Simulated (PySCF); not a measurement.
NbCl2, SMILES [Cl][Nb][Cl] (connectivity only; charge and spin as stated), neutral, multiplicity 4.

Geometry optimised at PBE-D3(BJ)/def2-TZVP. A frequency run showed that this geometry is not a minimum. The spin state was assumed, not searched. The def2 effective core potentials stand for the cores of Nb; spin–orbit coupling is left out.

These are PBE-D3(BJ)/def2-TZVP run with PySCF 2.14.0 values and carry that method's errors.

Frequencies are harmonic and unscaled.

Modes within 1.5 cm⁻¹ of each other (mostly degenerate sets) share a row, with their intensities summed.

Computed normal modes with their intensities:
```
mode  ν (cm⁻¹)  IR (km/mol)  moving atoms (share of kinetic energy)
----  --------  -----------  --------------------------------------
1–2        34i          5.0                        Cl 57 %, Nb 43 %
3          356          0.0                                Cl 100 %
4          419        157.0                        Cl 57 %, Nb 43 %
```
